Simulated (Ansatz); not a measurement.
Gas-phase electronic energies from Ansatz, PBE0-D4/def2-TZVP geometries. CCSD(T)/CBS is the MP2 limit (def2-TZVPP, def2-QZVPP) plus CCSD(T) − MP2 in def2-TZVPP, frozen cores. This one scheme is used for every species. Functionals use def2-TZVPP. B3LYP here is the variant with VWN-RPA as its local correlation; programs differ in this. Each species was taken in one conformer, which may not be the lowest.

`B/C=C/CO` + `CO[SiH2]N` → `BN[SiH2]OC` + `C=CCO`  (ligand exchange at a B–C bond)

```json
{"level": "PBE0-D4", "ΔE (kcal/mol)": "-24.6"}
{"level": "B3LYP", "ΔE (kcal/mol)": "-25.1"}
{"level": "HF/def2-TZVPP", "ΔE (kcal/mol)": "-25.0"}
{"level": "SCS-MP2/def2-QZVPP", "ΔE (kcal/mol)": "-25.6"}
```

What does CCSD(T)/CBS give? (Best estimate.)

Ansatz gave: -25.5 kcal/mol. The listed levels differ from it by 0.9, 0.4, 0.5, -0.1 kcal/mol.

Largest T1 diagnostic among the species: 0.012.
